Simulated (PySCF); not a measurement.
C4H12N, SMILES C[N+](C)(C)C, charge +1. Coordinates come from a B3LYP-D3(BJ)/def2-SVP optimisation.

### Question
Give the equilibrium geometry at B3LYP-D3(BJ)/def2-SVP (PySCF confirms it by a frequency run) as bond lengths and angles, and its point group. (An estimate is asked for; the answer gives what the named calculation found.)

### Answer
point group Td.
Atoms: C1 N2 C3 C4 C5 H6 H7 H8 H9 H10 H11 H12 H13 H14 H15 H16 H17. Bonded distances (Å): C1–N2 1.503, C1–H6 1.097, C1–H7 1.097, C1–H8 1.097, N2–C3 1.503, N2–C4 1.503, N2–C5 1.503, C3–H9 1.097, C3–H10 1.097, C3–H11 1.097, C4–H12 1.097, C4–H13 1.097, C4–H14 1.097, C5–H15 1.097, C5–H16 1.097, C5–H17 1.097. Angles (°): N2–C1–H6 108.9, N2–C1–H7 108.9, N2–C1–H8 108.9, H6–C1–H7 110.0, H6–C1–H8 110.0, H7–C1–H8 110.0, C1–N2–C3 109.5, C1–N2–C4 109.5, C1–N2–C5 109.5, C3–N2–C4 109.5, C3–N2–C5 109.5, C4–N2–C5 109.5, N2–C3–H9 108.9, N2–C3–H10 108.9, N2–C3–H11 108.9, H9–C3–H10 110.0, H9–C3–H11 110.0, H10–C3–H11 110.0, N2–C4–H12 108.9, N2–C4–H13 108.9, N2–C4–H14 108.9, H12–C4–H13 110.0, H12–C4–H14 110.0, H13–C4–H14 110.0, N2–C5–H15 108.9, N2–C5–H16 108.9, N2–C5–H17 108.9, H15–C5–H16 110.0, H15–C5–H17 110.0, H16–C5–H17 110.0.
Charge +1, spin multiplicity 1.
